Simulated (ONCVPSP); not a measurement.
## How hard is this C ONCV potential?

ONCVPSP 4.0.1 input, shortened (lines: element, Z, core and valence counts, functional; n l f; lmax; l rc ep ncon nbas qcut; lloc lpopt rc5 dvloc0; l nproj debl; icmod fcfact rcfact), PBE, scalar-relativistic:

```
  C 6.00    1    2        4      upf
    1    0    2.00
    2    0    2.00
    2    1    1.00
    1
    0    1.00    0.00    4    8    8.20
    1    1.90    0.00    4    9    6.00
    4    5    0.75    0.00
    0    2    3.90
    1    2    2.80
    3    1.50    1.35
```

For each optimised wave give the share of its norm inside rc, the residual kinetic energy above qcut (Ha) and the cutoffs (Ha) for errors of 10, 1, 0.1 and 0.01 mHa per electron.

```
         wave  norm inside rc  residual KE  10 mHa  1 mHa  0.1 mHa  0.01 mHa
           2s           0.235      8.7e-06    14.4   22.0     27.9      33.4
s projector 2           0.064      5.6e-04    15.4   23.4    195.4     240.4
           2p           0.747      4.0e-05    10.7   14.0     16.8      47.1
p projector 2           0.216      1.3e-03    14.5   19.0     67.7      97.7
```

The occupied waves need 22 Ha and 28 Ha for 1 and 0.1 mHa. Its largest configuration-test error is +395 meV.
